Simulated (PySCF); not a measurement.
## Ionisation energy of Pb²⁺ by level of theory

Pb²⁺ [Xe] 4f14 5d10 6s2 (1S) → Pb³⁺ [Xe] 4f14 5d10 6s1 (2S), as a difference of total energies. All numbers are calculated (PySCF 2.14, a scalar-relativistic core potential, in aug-cc-pVDZ-PP with ECP60MDF). Correlated levels: valence: 5s2 5p6 5d10 frozen. The calculations carry no spin-orbit coupling.

```tsv
method	ionisation energy (eV)
UHF	29.775
MN15	32.236
BP86	32.233
MP2 (valence)	30.252
SCS-MP2 (valence)	30.347
CCSD (valence)	30.459
```

**Question.** How much does correlation contribute at MP2 (valence)?

**Answer.** 30.252 − (29.775) = 0.477 eV, measured against UHF.

Errors of the correlated levels include the incompleteness of this basis and the frozen core.

With two correlated electrons CCSD is exact in that space.

For comparison: 31.937 eV (measured; NIST Atomic Spectra Database, ionization energies).
